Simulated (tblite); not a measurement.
Compound: C₄H₅NO₂S (charge +1 and doublet state).
Geometry (GFN2-xTB, Å), atoms numbered from 1 in this order:
```
atom  x, y, z in Å
N1     2.083    0.237   -0.469
C2     1.246   -0.759   -0.684
O3     1.331   -1.692   -1.421
C4    -0.053   -0.639    0.258
S5    -1.548   -1.456   -0.299
C6    -2.058    0.291   -0.305
C7    -0.694    0.743    0.174
O8    -0.221    1.810    0.374
H9     1.883    1.018    0.141
H10    2.941    0.265   -1.006
H11    0.316   -0.989    1.226
H12   -2.377    0.669   -1.279
H13   -2.855    0.504    0.412
```

Calculated harmonic vibrations of the isolated species, GFN2-xTB (tblite), most abundant isotopes, no scaling. The method is semi-empirical: single wavenumbers can be off by several per cent or more. One conformer, not necessarily the lowest. Open shells enter through the occupations alone, without spin polarisation, and single modes of such species can be off by tens of per cent.

Harmonic wavenumbers (cm⁻¹): 46.5, 83.3, 150.4, 194.6, 355.9, 409.3, 461.6, 507.7, 535.9, 544.6, 548.3, 622.7, 651.1, 733.5, 784.6, 835.4, 900.2, 953.2, 999.2, 1029.5, 1041.6, 1086.3, 1142.3, 1249.9, 1335.6, 1426.6, 1840.7, 1862.2, 2938.3, 2960.5, 2981.0, 3392.7, 3444.3.

A = 2444, B = 1749, C = 1092 MHz; mass 131.004 u (most abundant isotopes); point group C1, symmetry number 1; spin multiplicity 2.

**Question.** Zero-point energy?

**Answer.** Half the sum of the wavenumbers: 19025 cm⁻¹ = 227.59 kJ/mol.

**Question.** What is S at 298.15 K and 1 bar for an ideal gas of classical rigid rotors and harmonic oscillators?

**Answer.** Translation 169.66, rotation 119.76, vibration 87.56, spin (R ln 2) 5.76: S = 382.7 J/(mol K).

**Question.** And Cp and H(298.15 K) − H(0)?

**Answer.** Cp = 132.23 J/(mol K), of which vibrations give 98.97 (their classical limit is 33 R = 274.4); H(298.15 K) − H(0) = 23.95 kJ/mol without the zero-point energy, 14.03 from vibrations.

**Question.** How do the functions run with temperature in this model?

**Answer.** 
```json
{"T (K)": "100", "S (J/(mol K))": "284.0", "Cp (J/(mol K))": "62.6", "H − H(0) (kJ/mol)": "4.79", "G − H(0) (kJ/mol)": "-23.62", "ln q(vib)": "1.27"}
{"T (K)": "200", "S (J/(mol K))": "337.3", "Cp (J/(mol K))": "96.8", "H − H(0) (kJ/mol)": "12.67", "G − H(0) (kJ/mol)": "-54.80", "ln q(vib)": "3.05"}
{"T (K)": "300", "S (J/(mol K))": "383.6", "Cp (J/(mol K))": "132.8", "H − H(0) (kJ/mol)": "24.19", "G − H(0) (kJ/mol)": "-90.87", "ln q(vib)": "4.91"}
{"T (K)": "500", "S (J/(mol K))": "464.9", "Cp (J/(mol K))": "185.7", "H − H(0) (kJ/mol)": "56.50", "G − H(0) (kJ/mol)": "-175.96", "ln q(vib)": "8.76"}
{"T (K)": "800", "S (J/(mol K))": "562.7", "Cp (J/(mol K))": "229.0", "H − H(0) (kJ/mol)": "119.43", "G − H(0) (kJ/mol)": "-330.74", "ln q(vib)": "14.27"}
{"T (K)": "1000", "S (J/(mol K))": "615.8", "Cp (J/(mol K))": "246.6", "H − H(0) (kJ/mol)": "167.08", "G − H(0) (kJ/mol)": "-448.73", "ln q(vib)": "17.63"}
```

q(vib) and H(0) count from the zero-point level.

**Question.** Which modes carry the vibrational entropy at 298.15 K?

**Answer.** 46.5 cm⁻¹: 20.76; 83.3 cm⁻¹: 15.95; 150.4 cm⁻¹: 11.16; 194.6 cm⁻¹: 9.14; 355.9 cm⁻¹: 4.77; 409.3 cm⁻¹: 3.89 J/(mol K); the other 27 give 21.90 together.

Hindered rotation and anharmonicity are outside this model. Other conformers, if any are populated, would add a mixing term that is left out. The structure is chiral; the term R ln 2 for an equal mix with its mirror image is left out.

On one thread of an Arm Neoverse V2, shared host, this took 0.33 s of wall time. This covers the Hessian and the dipole derivatives.
